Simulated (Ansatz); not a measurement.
Program: Ansatz. Geometries: PBE0-D4/def2-TZVP. ΔE: electronic, gas phase. CCSD(T)/CBS is the MP2 limit (def2-TZVPP, def2-QZVPP) plus CCSD(T) − MP2 in def2-TZVPP, frozen cores. This one scheme is used for every species. def2 core potentials past Kr. For Ta outer-core shells are correlated without core-valence functions, which leaves a few kJ/mol of doubt a bond. One conformer a species, not always the lowest.

Consider the formal hydrolysis of a Ta–F bond: `[NH2][Ta]([F])(=[S])[Cl]` + H₂O → `[NH2][Ta]([OH])(=[S])[Cl]` + H–F.

```
                    species  MP2/def2-TZVPP energy (Eh)
 `[NH2][Ta]([F])(=[S])[Cl]`                 -1070.05606
                        H₂O                   -76.32349
`[NH2][Ta]([OH])(=[S])[Cl]`                 -1046.03570
                        H–F                  -100.33585
```

Task: Work out ΔE.

Result: ΔE = (-1046.03570) + (-100.33585) − (-1070.05606) − (-76.32349) = 0.00800 Eh = +21.0 kJ/mol. CCSD(T)/CBS gives +24.5 kJ/mol.

Largest T1 diagnostic among the species: 0.020.

The D4 term adds −3.4 kJ/mol with B3LYP and −2.0 kJ/mol with PBE0; it sums over pairs of atoms, weighted by their polarisabilities, and B3LYP, whose exchange is more repulsive, gets the larger term. At CCSD(T), def2-SVP lies +3.1 kJ/mol from the extrapolated value and def2-TZVPP −0.1 kJ/mol. Leaving LDA and LC-ωPBE aside and taking each functional with its dispersion term where it has one, the values, not all of them listed here, spread over 10.6 kJ/mol, from PBE-QIDH to B97M-V. LDA lies −7.6 kJ/mol from PBE without D4.

B3LYP here is the variant with VWN-RPA as its local correlation; programs differ in this.
